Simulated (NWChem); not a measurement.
System: SiHI2, doublet; SMILES [SiH](I)I

Here is an NWChem input.

```
start job
memory heap 200 mb stack 900 mb global 1100 mb
geometry units angstroms noautoz
  I     -0.174490     0.005744     2.059951
  Si     1.185919     0.081981     0.000000
  I     -0.174490     0.005744    -2.059951
  H      2.048140    -1.163641     0.000000
end
basis spherical
  * library def2-svp
end
ecp
  I library def2-ecp
end
dft
  odft
  mult 2
  xc mpw1k
  iterations 150
  mulliken
end
task dft energy
```

In the optimisation the excess spin sits in a' (Cs, its own frame). The geometry was optimised at PBE-D3(BJ)/def2-SVP, spin-unrestricted. No stability test was run on the SCF state. def2 effective core potentials on I; no spin-orbit coupling.

What results follow from this input? (MPW1K/def2-SVP with def2 effective core potentials on I, spin-unrestricted.) Quantities: energy (Ha); highest occupied level (eV); lowest empty minus highest occupied level, either spin (eV); dipole (D); <S²>.

The energy (Ha) is -885.69 and the highest occupied level (eV) is -7.47. The lowest empty minus highest occupied level, either spin (eV) is 4.35 and the dipole (D) is 0.95. The <S²> is 0.754.
